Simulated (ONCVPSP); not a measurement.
**Pseudopotential generation for tin: ONCV, LDA (Perdew-Zunger), scalar-relativistic.**

The input file (ONCVPSP 4.0.1):

```
# ATOM AND REFERENCE CONFIGURATION
# atsym  z   nc   nv     iexc    psfile
  Sn 50.00    9    2        3      upf
#
#   n    l    f
    1    0    2.00
    2    0    2.00
    2    1    6.00
    3    0    2.00
    3    1    6.00
    3    2   10.00
    4    0    2.00
    4    1    6.00
    4    2   10.00
    5    0    2.00
    5    1    2.00
#
# PSEUDOPOTENTIAL AND OPTIMIZATION
# lmax
    1
#
#   l,   rc,      ep,       ncon, nbas, qcut
    0    2.05    0.00    3    6    2.50
    1    1.90    0.00    4    7    3.80
#
# LOCAL POTENTIAL
# lloc, lpopt,  rc(5),   dvloc0
    4    5    1.65    1.00
#
# VANDERBILT-KLEINMAN-BYLANDER PROJECTORs
# l, nproj, debl
    0    2    3.60
    1    2    2.80
#
# MODEL CORE CHARGE
# icmod, fcfact, rcfact
    3    3.00    1.05
#
# LOG DERIVATIVE ANALYSIS
# epsh1, epsh2, depsh
   -2.00    5.00    0.02
#
# OUTPUT GRID
# rlmax, drl
    6.00    0.01
#
# TEST CONFIGURATIONS
# ncnf
    4
# nvcnf
#   n    l    f
    2
    5    0    2.00
    5    1    1.00
#
    2
    5    0    2.00
    5    1    0.00
#
    2
    5    0    1.00
    5    1    0.00
#
    2
    5    0    0.00
    5    1    4.00
#
```

Command:

```bash
oncvpsp.x < Sn.dat > Sn.out
```

Output (shortened: citation, most of the input echo, consistency checks and plot data are left out):

```
ONCVPSP  (Optimized Norm-Conservinng Vanderbilt PSeudopotential)
scalar-relativistic version 4.0.1

#   n    l    f        energy (Ha)
    1    0    2.00    -1.0650015E+03
    2    0    2.00    -1.6081089E+02
    2    1    6.00    -1.4444841E+02
    3    0    2.00    -3.1012655E+01
    3    1    6.00    -2.5665253E+01
    3    2   10.00    -1.7408000E+01
    4    0    2.00    -4.9116005E+00
    4    1    6.00    -3.2911284E+00
    4    2   10.00    -9.5169812E-01
    5    0    2.00    -3.9742356E-01
    5    1    2.00    -1.4234293E-01

Reference configufation results
  iterations    21
  all-electron total energy (Ha)   -6.17186619D+03

Begin loop to  construct optimized pseudo wave functions
and semi-local pseudopoentials for all angular momenta

   Wellstate for l =  0  n =  7
     eigenvalue =   3.2026
     asymptotic potential =   3.7026
     half-point radius =  3.3292

Calculating optimized projector #   1

 for l=   0

    Fraction of norm inside rc  0.387793
    Optimizing pswf for qcut=   2.51 a_B^-1,  ecut=   3.14 Ha
    Residual kinetic energy error=  1.49D-02 Ha

    Energy error per electron        Cutoff
         Ha          eV             Ha
         0.01000     0.27211        3.74
         0.00100     0.02721       18.46
         0.00010     0.00272       31.04
         0.00001     0.00027       63.14

Calculating optimized projector #   2

 for l=   0

    Fraction of norm inside rc  0.128307
    Optimizing pswf for qcut=   2.51 a_B^-1,  ecut=   3.14 Ha
    Residual kinetic energy error=  2.84D-01 Ha

    Energy error per electron        Cutoff
         Ha          eV             Ha
         0.01000     0.27211       14.14
         0.00100     0.02721       27.64
         0.00010     0.00272       34.10
         0.00001     0.00027       53.66

   Wellstate for l =  1  n =  7
     eigenvalue =   2.6577
     asymptotic potential =   3.1577
     half-point radius =  3.8108

Calculating optimized projector #   1

 for l=   1

    Fraction of norm inside rc  0.121672
    Optimizing pswf for qcut=   3.81 a_B^-1,  ecut=   7.26 Ha
    Residual kinetic energy error=  9.58D-04 Ha

    Energy error per electron        Cutoff
         Ha          eV             Ha
         0.01000     0.27211        1.46
         0.00100     0.02721        6.28
         0.00010     0.00272       37.67
         0.00001     0.00027       48.18

Calculating optimized projector #   2

 for l=   1

    Fraction of norm inside rc  0.124064
    Optimizing pswf for qcut=   3.81 a_B^-1,  ecut=   7.26 Ha
    Residual kinetic energy error=  7.06D-02 Ha

    Energy error per electron        Cutoff
         Ha          eV             Ha
         0.01000     0.27211       43.19
         0.00100     0.02721       55.59
         0.00010     0.00272       70.70
         0.00001     0.00027       99.97

Construct Vanderbilt / Kleinmman-Bylander projectors

B matrix Hermiticity error, ll=   0
   1   2   -2.6605E-04

  Orthonormal projector coefficients  7.8598E+00  1.8633E+00

B matrix Hermiticity error, ll=   1
   1   2   -1.3814E-04

  Orthonormal projector coefficients  1.6527E+01  1.9291E+00

Model core correction analysis
  based on d2Exc/dn_idn_j

d2excae - all-electron derivatives

   -2.297702D-02   -1.878659D-02
   -1.878556D-02   -2.157049D-02

d2excps - pseudofunction derivatives with no core correction

   -3.756866D-02   -2.564855D-02
   -2.565158D-02   -2.522442D-02

rms 2nd derivative error    8.951196E-03

rmatch, rhocmatch    1.9359    0.4466

Teter function model core charge with specified parameters

d2excps - pseudofunction derivatives with core correction

   -3.269992D-02   -2.379852D-02
   -2.379944D-02   -2.444247D-02

rms 2nd derivative error    6.185495E-03

Pseudoatom total energy   -3.445560

Diagnostic tests using Vanderbilt-Kleinman-Bylander pseudopotentials
  1 or more projectors used as specified by nproj input data

   l    rcore       rmatch      e in        delta e   norm test  slope test

   0   2.0552780   2.1176807  -0.3974236   0.0000589   1.0000665   1.0012285
   0   2.0552780   2.1176807   3.2025764   0.0000602   0.9995214   0.9995214

   1   1.9015022   1.9592359  -0.1423429   0.0000020   1.0000239   1.0000177
   1   1.9015022   1.9592359   2.6576571   0.0000035   1.0003832   1.0003832

 Testing for bound ghosts
   n   l    E NL Schr. Eq   E Basis Diag.   E Cutoff

   1   0       -0.397365       -0.395080     29.60

   2   1       -0.142341       -0.114812     60.67

 Testing for highly-localized positive-energy ghosts
       l    <radius>/rc     E Basis Diag.   E Cutoff

       0        0.242978        2.958727     29.60  WARNING - GHOST(+)

       1        0.643322        4.046131     60.67  WARNING - GHOST(+)

Test configuration 0

   n   l     f        eae           eps        diff
   1   0  2.0000-1065.00154682
   2   0  2.0000 -160.81088965
   2   1  6.0000 -144.44841026
   3   0  2.0000  -31.01265476
   3   1  6.0000  -25.66525251
   3   2 10.0000  -17.40800043
   4   0  2.0000   -4.91160050
   4   1  6.0000   -3.29112840
   4   2 10.0000   -0.95169812
   5   0  2.0000   -0.39742356   -0.39736469    5.89D-05
   5   1  2.0000   -0.14234293   -0.14234093    2.00D-06

    Total energies and differences
      AE_ref= -6.17186619D+03  AE_tst= -6.17186619D+03  dif=  0.00D+00
      PS_ref= -3.44556047D+00  PS_tst= -3.44556047D+00  dif= -4.44D-16
      PSP excitation error=  4.44D-16

Test configuration 1

   n   l     f        eae           eps        diff
   1   0  2.0000-1065.30012263
   2   0  2.0000 -161.10787197
   2   1  6.0000 -144.74559262
   3   0  2.0000  -31.30932327
   3   1  6.0000  -25.96193751
   3   2 10.0000  -17.70462335
   4   0  2.0000   -5.20780284
   4   1  6.0000   -3.58728267
   4   2 10.0000   -1.24677023
   5   0  2.0000   -0.66743984   -0.66707902    3.61D-04
   5   1  1.0000   -0.38680311   -0.38625748    5.46D-04

    Total energies and differences
      AE_ref= -6.17186619D+03  AE_tst= -6.17160534D+03  dif=  2.61D-01
      PS_ref= -3.44556047D+00  PS_tst= -3.18485828D+00  dif=  2.61D-01
      PSP excitation error=  1.51D-04

Test configuration 2

   n   l     f        eae           eps        diff
   1   0  2.0000-1065.65591334
   2   0  2.0000 -161.46037615
   2   1  6.0000 -145.09848910
   3   0  2.0000  -31.66106627
   3   1  6.0000  -26.31371056
   3   2 10.0000  -18.05628971
   4   0  2.0000   -5.55807645
   4   1  6.0000   -3.93732744
   4   2 10.0000   -1.59437832
   5   0  2.0000   -0.97511442   -0.97332447    1.79D-03

    Total energies and differences
      AE_ref= -6.17186619D+03  AE_tst= -6.17108114D+03  dif=  7.85D-01
      PS_ref= -3.44556047D+00  PS_tst= -2.66184094D+00  dif=  7.84D-01
      PSP excitation error=  1.33D-03

Test configuration 3

   n   l     f        eae           eps        diff
   1   0  2.0000-1066.10971103
   2   0  2.0000 -161.90815384
   2   1  6.0000 -145.54666054
   3   0  2.0000  -32.10845159
   3   1  6.0000  -26.76108694
   3   2 10.0000  -18.50341480
   4   0  2.0000   -6.00234560
   4   1  6.0000   -4.38072831
   4   2 10.0000   -2.03127092
   5   0  1.0000   -1.33982715   -1.33293812    6.89D-03

    Total energies and differences
      AE_ref= -6.17186619D+03  AE_tst= -6.16992535D+03  dif=  1.94D+00
      PS_ref= -3.44556047D+00  PS_tst= -1.50948659D+00  dif=  1.94D+00
      PSP excitation error=  4.77D-03

Test configuration 4

   n   l     f        eae           eps        diff
   1   0  2.0000-1065.11102479
   2   0  2.0000 -160.91833014
   2   1  6.0000 -144.55559694
   3   0  2.0000  -31.12162204
   3   1  6.0000  -25.77414030
   3   2 10.0000  -17.51667095
   4   0  2.0000   -5.02037572
   4   1  6.0000   -3.39939653
   4   2 10.0000   -1.05559212
   5   1  4.0000   -0.18511408   -0.18543076   -3.17D-04

    Total energies and differences
      AE_ref= -6.17186619D+03  AE_tst= -6.17133698D+03  dif=  5.29D-01
      PS_ref= -3.44556047D+00  PS_tst= -2.91578255D+00  dif=  5.30D-01
      PSP excitation error= -5.74D-04
```

The run took about 4.5 s on one core of a shared server CPU.
